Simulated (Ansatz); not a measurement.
Two isomers of CH7ClOSi2: A = `C[SiH2][SiH](O)Cl`, B = `[SiH3]OC[SiH2]Cl`.

Calculated with Ansatz (gas phase, PBE0-D4/def2-TZVP geometries, no zero-point term in ΔE). CBS: MP2 limit from def2 TZ/QZ plus the TZ coupled-cluster correction, frozen cores. Functionals use def2-TZVPP. B3LYP here is the variant with VWN-RPA as its local correlation; programs differ in this. One conformer a species, not always the lowest.

A:

Z-matrix (Å, degrees):
```
C
Si 1 1.873
H 1 1.092 2 110.4
H 1 1.092 2 110.8 3 120.2
H 1 1.092 2 110.4 3 -119.6
Si 2 2.336 1 109.8 3 61.1
H 2 1.490 1 111.3 3 -59.7
H 2 1.490 1 111.3 3 179.8
Cl 6 2.074 2 108.2 1 58.4
O 6 1.642 2 107.3 1 -60.1
H 6 1.487 2 116.2 1 175.3
H 10 0.959 6 118.2 2 179.0
```

B:

Z-matrix (Å, degrees):
```
Si
O 1 1.649
H 1 1.480 2 106.4
H 1 1.489 2 110.3 3 -120.2
H 1 1.489 2 110.3 3 120.2
C 2 1.420 1 121.5 3 -179.8
Si 6 1.881 2 106.6 1 -179.8
H 6 1.098 2 111.5 1 -59.6
H 6 1.098 2 111.4 1 60.0
Cl 7 2.060 6 108.0 2 -179.8
H 7 1.481 6 110.6 2 61.6
H 7 1.481 6 110.6 2 -61.3
```

Q: Which isomer does CCSD(T)/CBS put lower? Give the gap. (Estimate.)

A: Ansatz gave: A, by 28.9 kcal/mol.

Q: Give E(B) − E(A) in kcal/mol with B3LYP, HF/def2-TZVPP, PBE0-D4, PBE-D4, MP2/def2-TZVPP, CCSD(T)/def2-TZVPP, r2SCAN-D4. (Best estimate.)

A: The calculation gave: B3LYP 27.0, HF/def2-TZVPP 23.0, PBE0-D4 31.3, PBE-D4 31.6, MP2/def2-TZVPP 28.5, CCSD(T)/def2-TZVPP 27.9, r2SCAN-D4 30.4. None reverses the order clearly.

Largest T1 diagnostic: 0.011.

The D4 term adds +0.8 kcal/mol with B3LYP and +0.5 kcal/mol with PBE0; it sums over pairs of atoms, weighted by their polarisabilities, and B3LYP, whose exchange is more repulsive, gets the larger term. In def2-TZVPP, CCSD(T) changes the Hartree–Fock value by +4.9 kcal/mol (the triples alone add +0.6 kcal/mol) and MP2 by +5.5 kcal/mol.
